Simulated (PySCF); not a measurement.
# C₆ coefficients of unlike pairs at UHF

Calculated with PySCF 2.14 from the dipole response of each species, C₆(A,B) = (3/π) ∫ α_A(iu) α_B(iu) du, in atomic units, from isotropic polarisabilities. For ions this is the dispersion term alone; charge-induced terms of lower order in 1/R come first.

```csv
species,configuration,basis,relativity,α (bohr³),C₆ (like pair)
Rh+,[Kr] 4d8 (3F),aug-cc-pVDZ-PP with ECP28MDF (5s5p4d2f),core potential,10.55,62.44
C+,[He] 2s2 2p1 (2P),"x2c-QZVPPall with one added diffuse shell each of s, p, d, f type (8s5p4d3f1g)",spin-free X2C,6.295,14.93
Se,[Ar] 3d10 4s2 4p4 (3P),aug-cc-pVQZ-PP with ECP10MDF (7s6p5d3f2g),core potential,25.20,207.6
As+,[Ar] 3d10 4s2 4p2 (3P),"x2c-QZVPPall with one added diffuse shell each of s, p, d, f type (12s9p6d5f1g)",spin-free X2C,16.88,104.1
```

Problem. Estimate C₆ for As+ with C+.

Solution. The integral gives 39.38. The combination rule 2 C_A C_B / (C_A α_B/α_A + C_B α_A/α_B) gives 39.42 and the geometric mean 39.42.

No spin-orbit coupling is included.

The other pairs:

| pair | C₆ |
| --- | --- |
| As+, Rh+ | 77.69 |
| Se, C+ | 55.47 |
| As+, Se | 146.8 |
| C+, Rh+ | 29.65 |
| Se, Rh+ | 108.2 |
